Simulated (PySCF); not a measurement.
C$_{4}$H$_{8}$NO, doublet, geometry from GFN2-xTB; PySCF with CASSCF(7,8)/6-31G.

The PySCF input:
```python
from pyscf import gto, scf, mcscf
import numpy

mol = gto.Mole()
mol.atom = '''
    C     1.661459   -0.800873    0.236157
    N     0.642068    0.083152    0.108631
    C     0.921150    1.495839    0.216738
    C    -0.641903   -0.378943   -0.121688
    C    -1.715224    0.673570   -0.250577
    O    -0.870366   -1.575634   -0.211966
    H     1.432198   -1.842245    0.152619
    H     2.653635   -0.444373    0.414108
    H     0.365959    1.940778    1.044649
    H     0.651662    2.018091   -0.703193
    H     1.984271    1.638898    0.396844
    H    -1.798889    1.265376    0.659214
    H    -2.659556    0.166385   -0.427372
    H    -1.513724    1.342544   -1.085338
'''
mol.basis = '6-31g'
mol.charge = 0
mol.spin = 1
mol.verbose = 4
mol.build()

mf = scf.ROHF(mol)
mf.kernel()
mc = mcscf.CASSCF(mf, 8, 7)
mc.fix_spin_(ss=0.75)
mc.kernel()
occ = numpy.linalg.eigvalsh(mc.fcisolver.make_rdm1(mc.ci, mc.ncas, mc.nelecas))[::-1]
ss = mc.fcisolver.spin_square(mc.ci, mc.ncas, mc.nelecas)[0]
print('natural occupations', occ.round(4), ' <S^2>', round(ss, 4))
```

Question: Write the output that PySCF gives for this input, abridged.

Answer: 
```
PySCF version 2.14.0

[INPUT] verbose = 4
[INPUT] num. atoms = 14
[INPUT] num. electrons = 47
[INPUT] charge = 0
[INPUT] spin (= nelec alpha-beta = 2S) = 1
[INPUT] symmetry False subgroup None
[INPUT] Mole.unit = angstrom
[INPUT] Symbol           X                Y                Z      unit          X                Y                Z       unit  Magmom
[...]
nuclear repulsion = 243.171938849504
number of shells = 46
number of NR pGTOs = 164
number of NR cGTOs = 70
basis = 6-31g
ecp = {}

******** <class 'pyscf.scf.rohf.ROHF'> ********
method = ROHF
initial guess = minao
damping factor = 0
level_shift factor = 0
DIIS = <class 'pyscf.scf.diis.CDIIS'>
diis_start_cycle = 1
diis_space = 8
diis_damp = 0
SCF conv_tol = 1e-09
SCF conv_tol_grad = None
SCF max_cycles = 50
direct_scf = True
direct_scf_tol = 1e-13
num. doubly occ = 23  num. singly occ = 1
Set gradient conv threshold to 3.16228e-05
init E= -286.616838511512
[...]
cycle= 1 E= -285.077951498468  delta_E= 1.54  |g|= 0.801  |ddm|= 2.45
[...]
cycle= 2 E= -285.149830683246  delta_E= -0.0719  |g|= 0.754  |ddm|= 1.41
[...]
cycle= 3 E= -285.264420244724  delta_E= -0.115  |g|= 0.0651  |ddm|= 0.679
[...]
cycle= 4 E= -285.26913387537  delta_E= -0.00471  |g|= 0.0269  |ddm|= 0.17
[...]
cycle= 5 E= -285.269714168661  delta_E= -0.00058  |g|= 0.0121  |ddm|= 0.0555
[...]
cycle= 6 E= -285.269852091342  delta_E= -0.000138  |g|= 0.00368  |ddm|= 0.0383
[...]
cycle= 7 E= -285.269859909277  delta_E= -7.82e-06  |g|= 0.00142  |ddm|= 0.00684
[...]
cycle= 8 E= -285.269861311664  delta_E= -1.4e-06  |g|= 0.000606  |ddm|= 0.0027
[...]
cycle= 9 E= -285.269861573204  delta_E= -2.62e-07  |g|= 0.000169  |ddm|= 0.00122
[...]
cycle= 10 E= -285.26986159785  delta_E= -2.46e-08  |g|= 7.4e-05  |ddm|= 0.000406
[...]
cycle= 11 E= -285.269861600753  delta_E= -2.9e-09  |g|= 2.05e-05  |ddm|= 0.000122
[...]
cycle= 12 E= -285.269861601032  delta_E= -2.79e-10  |g|= 6.01e-06  |ddm|= 5.89e-05
[...]
Extra cycle  E= -285.269861601048  delta_E= -1.61e-11  |g|= 2.95e-06  |ddm|= 9.1e-06
converged SCF energy = -285.269861601048

******** <class 'pyscf.mcscf.mc1step.CASSCF'> ********
CAS (4e+3e, 8o), ncore = 20, nvir = 42
max_cycle_macro = 50
max_cycle_micro = 4
conv_tol = 1e-07
conv_tol_grad = None
orbital rotation max_stepsize = 0.02
orbital rotation threshold for CI restart = 0.01
augmented hessian ah_max_cycle = 30
augmented hessian ah_conv_tol = 1e-12
augmented hessian ah_linear dependence = 1e-14
augmented hessian ah_level shift = 1e-08
[...]
CASCI E = -285.283272706898  S^2 = 0.7500000
[...]
               |grad[o]|=0.0055  |grad[c]|=0.0317  |ddm|=0.0054  |maxRot[o]|=0.00482
macro iter  31 ( 21 JK    4 micro), CASSCF E = -285.360554444376  dE = -7.69026374e-04  S^2 = 0.7500000
               |grad[o]|=0.00577  |grad[c]|=0.00627  |ddm|=0.00192  |maxRot[o]|=0.0426
macro iter  32 ( 20 JK    4 micro), CASSCF E = -285.360634055596  dE = -7.96112207e-05  S^2 = 0.7500000
               |grad[o]|=0.00397  |grad[c]|=0.0174  |ddm|=0.00341  |maxRot[o]|=0.0103
macro iter  33 ( 17 JK    4 micro), CASSCF E = -285.361000459935  dE = -3.66404339e-04  S^2 = 0.7500000
               |grad[o]|=0.0041  |grad[c]|=0.014  |ddm|=0.00125  |maxRot[o]|=0.0268
macro iter  34 ( 15 JK    4 micro), CASSCF E = -285.361242156553  dE = -2.41696618e-04  S^2 = 0.7500000
               |grad[o]|=0.00277  |grad[c]|=0.0106  |ddm|=0.00142  |maxRot[o]|=0.0299
macro iter  35 ( 13 JK    4 micro), CASSCF E = -285.361298125194  dE = -5.59686415e-05  S^2 = 0.7500000
               |grad[o]|=0.00168  |grad[c]|=0.00561  |ddm|=0.00264  |maxRot[o]|=0.017
macro iter  36 ( 12 JK    4 micro), CASSCF E = -285.361356197192  dE = -5.80719974e-05  S^2 = 0.7500000
               |grad[o]|=0.00174  |grad[c]|=0.00234  |ddm|=0.00112  |maxRot[o]|=0.0117
macro iter  37 ( 11 JK    3 micro), CASSCF E = -285.361375465297  dE = -1.92681056e-05  S^2 = 0.7500000
               |grad[o]|=0.000765  |grad[c]|=0.00076  |ddm|=0.00107  |maxRot[o]|=0.0112
macro iter  38 (  9 JK    2 micro), CASSCF E = -285.361377847963  dE = -2.38266585e-06  S^2 = 0.7500000
               |grad[o]|=0.000258  |grad[c]|=0.000433  |ddm|=0.000392  |maxRot[o]|=0.00401
macro iter  39 (  5 JK    1 micro), CASSCF E = -285.361378008171  dE = -1.60208003e-07  S^2 = 0.7500000
               |grad[o]|=8.06e-05  |grad[c]|=0.000314  |ddm|=9.09e-05  |maxRot[o]|=0.000903
macro iter  40 (  4 JK    1 micro), CASSCF E = -285.361378054302  dE = -4.61310492e-08  S^2 = 0.7500000
               |grad[o]|=4.47e-05  |grad[c]|=0.000173  |ddm|=5.19e-05  |maxRot[o]|=0.000454
1-step CASSCF converged in  40 macro (678 JK 140 micro) steps
CASSCF canonicalization
Density matrix diagonal elements [1.96485499 1.97629128 1.95538445 1.00245829 0.05840907 0.01140052
 0.01850614 0.01269526]
CASSCF energy = -285.361378054302
CASCI E = -285.361378054302  E(CI) = -13.5786536267203  S^2 = 0.7500000
natural occupations [1.9849 1.9762 1.9407 1.001  0.0559 0.0239 0.0147 0.0027]  <S^2> 0.75
```
